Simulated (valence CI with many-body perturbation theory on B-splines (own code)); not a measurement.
Zn XXV: calculated level list

Method: relativistic CI+MBPT: four valence electrons over a frozen Dirac-Fock core [He], a basis of 9 s, 9 p, 8 d, 6 f, 3 g, 1 h functions for each j, with the one-electron correlation potential Σ1 (screened to all orders), the two-electron term Σ2, the three-electron term Σ3, Breit, model QED; selected single and double excitations, second order for the rest, scaled by the run's own slope (own B-spline code, finite nucleus).

No measured levels were compared; by estimate levels of excited configurations hold to 0.05 to 0.15 % of their energy, terms of the ground configuration to about 0.5 %. Among the levels kept, up to 470 cm⁻¹ of a level comes from second order outside the variational space, and about a tenth of that is noise between levels of different J, which matters for small intervals.

Levels 1 to 45 of 59, with energies above the lowest level, 2s²2p² ³P_0. "Leading %" is the weight of the configuration and term that name the level; weights of strongly mixed levels are sums over their largest components and can fall short, so below about 35 % the name and the second component can differ from the true leading terms, or belong to a minority configuration. Lifetimes count E1, E2, E3, M1 and M2 decay at the calculated energies, and are blank where another channel may lead or the interval is too uncertain; long ones can be off by a factor of two.

```
No.  Configuration  Term  J  E (eV)  Leading %  Lifetime      g
  1         2s²2p²    ³P  0     0.0         85                 
  2         2s²2p²    ³P  1    19.5         99   16.6 μs  1.496
  3         2s²2p²    ³P  2    27.0         62    534 μs  1.306
  4         2s²2p²    ¹D  2    53.2         62   5.23 μs  1.184
  5         2s²2p²    ¹S  0    72.2         82   1.65 μs       
  6          2s2p³   ⁵S°  2    87.2         91   3.26 ns  1.946
  7          2s2p³   ³D°  1   127.3         73   42.0 ps  0.747
  8          2s2p³   ³D°  2   129.3         74   73.9 ps  1.269
  9          2s2p³   ³D°  3   136.8        100    100 ps  1.328
 10          2s2p³   ³P°  0   153.5        100   29.8 ps       
 11          2s2p³   ³P°  1   156.0         70   25.4 ps  1.324
 12          2s2p³   ³P°  2   160.6         53   26.7 ps  1.338
 13          2s2p³   ³S°  1   177.2         66   7.91 ps  1.697
 14          2s2p³   ¹D°  2   187.9         79   14.2 ps  1.095
 15          2s2p³   ¹P°  1   210.4         71   7.91 ps  1.214
 16            2p⁴    ³P  2   261.5         83   12.1 ps  1.418
 17            2p⁴    ³P  0   278.4         73   9.88 ps       
 18            2p⁴    ³P  1   284.6         99   9.56 ps  1.496
 19            2p⁴    ¹D  2   295.3         84   13.4 ps  1.073
 20            2p⁴    ¹S  0   335.0         71   7.85 ps       
 21        2s²2p3s   ³P°  0  1326.1         97    254 fs       
 22        2s²2p3s   ³P°  1  1327.5         72    207 fs  1.364
 23        2s²2p3p    ³D  1  1352.7         68   12.5 ps  0.678
 24        2s²2p3s   ³P°  2  1353.4         96    228 fs  1.496
 25        2s²2p3s   ¹P°  1  1356.8         71    159 fs  1.126
 26        2s²2p3p    ³P  1  1364.1         35   3.31 ps  1.413
 27        2s²2p3p    ³P  0  1364.4         78   2.23 ps       
 28        2s²2p3p    ³D  2  1365.0         73   8.03 ps  1.178
 29        2s²2p3p    ³P  1  1384.1         47   2.25 ps  1.237
 30        2s²2p3p    ³P  2  1387.1         49   3.01 ps  1.304
 31        2s²2p3p    ³D  3  1387.9         96   10.1 ps  1.331
 32        2s²2p3p    ³S  1  1388.5         57   2.22 ps  1.728
 33        2s²2p3d   ³F°  2  1390.3         74    202 fs  0.755
 34        2s2p²3s    ⁵P  1  1392.5         80    368 fs  2.342
 35        2s²2p3d   ³F°  3  1397.5         66   57.6 fs  1.116
 36        2s²2p3d   ³P°  2  1397.8         40   34.3 fs  1.240
 37        2s²2p3p    ¹D  2  1398.3         61   2.39 ps  1.181
 38        2s²2p3d   ³D°  1  1399.7         60   22.8 fs  0.784
 39        2s2p²3s    ³P  0  1403.0         65    288 fs       
 40        2s2p²3s    ⁵P  2  1406.0         94    329 fs  1.808
 41        2s²2p3p    ¹S  0  1410.8         54    600 fs       
 42        2s2p²3s    ⁵P  3  1416.2         87    276 fs  1.622
 43        2s2p²3s    ³P  1  1418.4         86    188 fs  1.531
 44        2s²2p3d   ³F°  4  1419.3         97    491 ps  1.247
 45        2s2p²3p   ⁵D°  0  1419.5         83    408 fs
```

Names give the largest LS component (configuration and term), which can be under half, so a name can repeat, a term be missing and a line seem to break the LS rules; names also repeat where a configuration has a term twice.

The ionisation energy to 2s²2p ²P°1/2 of the next ion comes out as 2361.5 eV (NIST: 2358 ± 1.6 eV (semi-empirical)). All 59 levels together are meant to be complete up to 1443.5 eV.
